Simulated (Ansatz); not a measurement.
`C[NH][InH2]` + NH₃ → `[NH2][InH2]` + CH₃NH₂ at 700 K and 1 bar (ligand exchange at the In–N bond).

Isolated molecules relaxed with PBE0-D4/def2-TZVP in Ansatz; ΔE leaves out vibrations. CCSD(T)/CBS adds triple-zeta CCSD(T) − MP2 to the extrapolated MP2 energy (def2 sets, frozen cores). This one scheme is used for every species. def2 core potentials past Kr. For In outer-core shells are correlated without core-valence functions, which leaves a few kJ/mol of doubt a bond.

```tsv
species	CCSD(T)/CBS energy (Eh)	H − E (kJ/mol)	S (J/(mol·K))
`C[NH][InH2]`	-286.14916	235.3	412.7
NH₃	-56.50880	116.9	226.5
`[NH2][InH2]`	-246.90424	144.8	352.6
CH₃NH₂	-95.75281	207.6	296.6
```

H − E and S are ideal-gas, rigid-rotor, harmonic terms from PBE0-D4/def2-TZVP. 1 Eh = 2625.50 kJ/mol, R = 8.31446 J/(mol·K).

**Question.** By hand: ΔE, ΔH, ΔS and ΔG.

**Answer.** ΔE = (-246.90424) + (-95.75281) − (-286.14916) − (-56.50880) = 0.00091 Eh = 2.4 kJ/mol. Δ(H − E) = 144.8 + 207.6 − 235.3 − 116.9 = 0.2, so ΔH = 2.6 kJ/mol. ΔS = 352.6 + 296.6 − 412.7 − 226.5 = 10.0 J/(mol·K). ΔG = 2.6 − 700 × (10.0)/1000 = -4.4 kJ/mol.

**Question.** By hand: the equilibrium constant, and the temperature at which ΔG would vanish if ΔH and ΔS stayed fixed.

**Answer.** log₁₀ K = −ΔG/(RT ln 10) = 0.3. ΔG = 0 at ΔH/ΔS = 260 K, though so small a ΔH makes that figure unsure.

TΔS isn't small against ΔH here. The sign of ΔG lies within the doubt. A doubt of 5 kJ/mol in ΔE shifts log₁₀ K by 0.4 here. These are equilibria of isolated gas molecules and say nothing of rates. Largest T1 diagnostic: 0.016 (customary marks: 0.02 for closed shells, 0.045 for open ones).
